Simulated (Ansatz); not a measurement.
Start from `[F][Hf]([Cl])([Cl])[Cl]` and change one atom or group to get `[OH][Hf]([Cl])([Cl])[Cl]`.

Ansatz, PBE0-D4/def2-TZVP geometries, multiplicity 1. Each molecule was computed in one conformer, which needn't be the lowest.

Elements past krypton have def2 core potentials.

```
                                                                                  property  `[F][Hf]([Cl])([Cl])[Cl]`
                                            zero-point energy (PBE0-D4/def2-TZVP) / kJ/mol                       14.6
                                            size of the dipole moment (PBE/def2-TZVPP) / D                       0.06
                                                   HOMO–LUMO gap (ωB97M-V/def2-TZVPP) / eV                      12.16
                                                        HOMO energy (PBE0/def2-TZVPP) / eV                      -9.70
                                                        LUMO energy (PBE0/def2-TZVPP) / eV                      -1.88
ideal-gas entropy at 298 K and 1 bar (rigid rotor, harmonic PBE0-D4/def2-TZVP) / J/(mol·K)                        375
```

Q: What does the change do to each property? (An estimate is asked.)

A: Ansatz gave: 
| property | `[OH][Hf]([Cl])([Cl])[Cl]` | shift |
| --- | --- | --- |
| zero-point energy (PBE0-D4/def2-TZVP) / kJ/mol | 41.7 | 27.1 |
| size of the dipole moment (PBE/def2-TZVPP) / D | 2.80 | 2.74 |
| HOMO–LUMO gap (ωB97M-V/def2-TZVPP) / eV | 12.21 | 0.05 |
| HOMO energy (PBE0/def2-TZVPP) / eV | -9.30 | 0.40 |
| LUMO energy (PBE0/def2-TZVPP) / eV | -1.40 | 0.48 |
| ideal-gas entropy at 298 K and 1 bar (rigid rotor, harmonic PBE0-D4/def2-TZVP) / J/(mol·K) | 390 | 15 |

With PBE0 the HOMO rises by 0.40 eV and the LUMO rises by 0.48 eV, so the gap widens by about 0.08 eV. PBE moves the HOMO by 0.38 eV and ωB97M-V by 0.39 eV. The zero-point energy changes by 27.1 kJ/mol with +3 modes. Dipoles are sizes alone; their direction can turn.
